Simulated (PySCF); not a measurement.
These 2 structures share the formula C6H9FO2. Method used: PBE0-D3(BJ)/def2-SVP geometry optimisation, gas phase (PySCF). Energies are electronic, without zero-point or thermal terms, for one conformer each. No frequencies were run at this level. Point groups hold within 0.08 Å.

Question: Rank from lowest to highest electronic energy at this level (kcal/mol).
A. `C[C@@H]1O[C@H](F)C12COC2`
B. `[C@H]1(C)C2(COC2)[C@H](F)O1`

Answer: A (0.0), B (0.2).

Neighbours under 2.5 kcal/mol apart (C[C@@H]1O[C@H](F)C12COC2 and C[C@@H]1O[C@@H](F)C12COC2) can change places with a better method, another conformer or zero-point energy. C[C@@H]1O[C@H](F)C12COC2 and C[C@@H]1O[C@@H](F)C12COC2 are stereoisomers, 0.2 kcal/mol apart in the conformers taken.

```tsv
SMILES	E (Eh)	E rel (kcal/mol)	dipole (D)	point group	A, B, C (MHz)
C[C@@H]1O[C@H](F)C12COC2	-483.40572	0.0	1.73	C1	2304, 1505, 1222
C[C@@H]1O[C@@H](F)C12COC2	-483.40544	0.2	2.06	C1	2100, 1704, 1112
```

Question: How do the relative energies change in single points at PBE0/pcSseg-1 (no added dispersion term) on the same geometries?

Answer: 
```tsv
SMILES	PBE0-D3(BJ)/def2-SVP (kcal/mol)	PBE0/pcSseg-1 (kcal/mol)	shift
C[C@@H]1O[C@H](F)C12COC2	0.0	0.0	0.0
C[C@@H]1O[C@@H](F)C12COC2	0.2	0.2	0.0
```

Each column counts from its own lowest isomer. The order is unchanged; the largest shift is 0.0 kcal/mol.
